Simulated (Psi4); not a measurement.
Pair of molecules: CH2O (SMILES C=O) (first 4 atoms) with CH2F2 (SMILES FCF); geometry from B3LYP-D3(BJ)/def2-TZVP, rigid monomers moved along the line of their centres of mass till O2···H9 is 2.23 Å.
(charge 0, multiplicity 1):
```json
[
 {"atom": "C", "x (Å)": "-0.3321", "y (Å)": "-0.1009", "z (Å)": "-0.0157"},
 {"atom": "O", "x (Å)": "0.6460", "y (Å)": "-0.7140", "z (Å)": "0.3174"},
 {"atom": "H", "x (Å)": "-0.5454", "y (Å)": "0.1159", "z (Å)": "-1.0798"},
 {"atom": "H", "x (Å)": "-1.0646", "y (Å)": "0.2758", "z (Å)": "0.7196"},
 {"atom": "F", "x (Å)": "-0.0258", "y (Å)": "0.7690", "z (Å)": "3.0047"},
 {"atom": "C", "x (Å)": "0.0502", "y (Å)": "-0.5816", "z (Å)": "3.1975"},
 {"atom": "F", "x (Å)": "-1.1584", "y (Å)": "-1.1227", "z (Å)": "2.8607"},
 {"atom": "H", "x (Å)": "0.2305", "y (Å)": "-0.7701", "z (Å)": "4.2567"},
 {"atom": "H", "x (Å)": "0.8081", "y (Å)": "-0.9844", "z (Å)": "2.5284"}
]
```

The numbers are results of SAPT0/jun-cc-pV(D+d)Z (Psi4), not measurements.

Q: Give the four SAPT terms and the total, and say what mostly holds the pair together.

A: electrostatics -6.70, exchange 7.29, induction -1.28, dispersion -2.18, total -2.88 kcal/mol; the largest attraction is electrostatics.
